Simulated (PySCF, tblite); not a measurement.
Parent: `[CH2:1]=[C:2]([CH3:3])[P:4]([CH3:5])[C:6]([CH3:7])([CH3:8])[CH3:9]` with C1–C2–P4–C5 -166°, C8H17P.

Computed geometry: GFN2-xTB, gas phase. One conformer each, not checked by frequencies here.

```json
{"coordinate of the parent": "C1=C2", "value": "1.328 Å"}
{"coordinate of the parent": "C2–C3", "value": "1.498 Å"}
{"coordinate of the parent": "C2–P4", "value": "1.843 Å"}
{"coordinate of the parent": "P4–C5", "value": "1.852 Å"}
{"coordinate of the parent": "P4–C6", "value": "1.906 Å"}
{"coordinate of the parent": "C6–C7", "value": "1.528 Å"}
{"coordinate of the parent": "C6–C8", "value": "1.525 Å"}
{"coordinate of the parent": "C6–C9", "value": "1.529 Å"}
{"coordinate of the parent": "C1–C2–C3", "value": "121.7°"}
{"coordinate of the parent": "C1–C2–P4", "value": "116.4°"}
{"coordinate of the parent": "C3–C2–P4", "value": "121.8°"}
{"coordinate of the parent": "C2–P4–C5", "value": "100.9°"}
{"coordinate of the parent": "C2–P4–C6", "value": "100.6°"}
{"coordinate of the parent": "C5–P4–C6", "value": "101.4°"}
{"coordinate of the parent": "P4–C6–C7", "value": "107.1°"}
{"coordinate of the parent": "P4–C6–C8", "value": "114.8°"}
{"coordinate of the parent": "P4–C6–C9", "value": "106.0°"}
{"coordinate of the parent": "C7–C6–C8", "value": "110.2°"}
{"coordinate of the parent": "C7–C6–C9", "value": "109.2°"}
{"coordinate of the parent": "C8–C6–C9", "value": "109.3°"}
```

Question: How does the shared frame change in `[CH2:1]=[C:2]([CH3:3])[P@@H+:4]([CH3:5])[C:6]([CH3:7])([CH3:8])[CH3:9]` (charge +1) with C1–C2–P4–C5 -46°, [C8H18P]+? Atoms pair as C1 = C1, C2 = C2, C3 = C3, P4 = P4, C5 = C5, C6 = C6, C7 = C9, C8 = C7, C9 = C8 (parent first).

Answer: 
```csv
parent,relative,value in the relative,change
C1=C2,C1=C2,1.328 Å,0.000
C2–C3,C2–C3,1.495 Å,-0.003
C2–P4,C2–P4,1.810 Å,-0.033
P4–C5,P4–C5,1.806 Å,-0.046
P4–C6,P4–C6,1.856 Å,-0.050
C6–C7,C6–C9,1.527 Å,-0.001
C6–C8,C6–C7,1.528 Å,+0.003
C6–C9,C6–C8,1.526 Å,-0.003
C1–C2–C3,C1–C2–C3,125.5°,+3.8
C1–C2–P4,C1–C2–P4,119.8°,+3.4
C3–C2–P4,C3–C2–P4,114.7°,-7.1
C2–P4–C5,C2–P4–C5,111.0°,+10.1
C2–P4–C6,C2–P4–C6,114.0°,+13.4
C5–P4–C6,C5–P4–C6,113.1°,+11.7
P4–C6–C7,P4–C6–C9,107.3°,+0.2
P4–C6–C8,P4–C6–C7,107.0°,-7.8
P4–C6–C9,P4–C6–C8,108.8°,+2.8
C7–C6–C8,C9–C6–C7,111.0°,+0.8
C7–C6–C9,C9–C6–C8,111.6°,+2.4
C8–C6–C9,C7–C6–C8,111.0°,+1.7
```

Of the parent's bonds, P4–C6 changes most (-0.050 Å). Point group C1 → C1.
